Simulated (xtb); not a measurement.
H3AlO3, charge -1, doublet, at a GFN2-xTB geometry (such geometries of metal compounds can be far from the true shape) (a state made from the parent by changing its charge; the spin is typed, not shown lowest). Base run: GFN0-xTB in xtb.

Geometry (Å):
```xyz
7

Al     0.0000     0.0000     0.0000
O     -1.3281    -1.1310    -0.1254
H     -2.0541    -1.7492    -0.1939
O     -0.0543     1.5130    -0.8756
H     -0.0839     2.3400    -1.3542
O      1.3824    -0.3820     1.0010
H      2.1380    -0.5908     1.5481
```
Charge -1, spin multiplicity 2.
All else is at xtb's defaults.
Base energy -14.08502 Eh.

The base run was repeated with changes; each row names its change, and settings that it needs were set with it.

| change | ΔE vs base (kJ/mol) |
|---|---|
| base | 0.00 |
| acc = 0.1 | 0.00 |
| etemp = 10 | 0.00 |
| etemp = 5000 | -7.55 |
| file = coord | 0.00 |
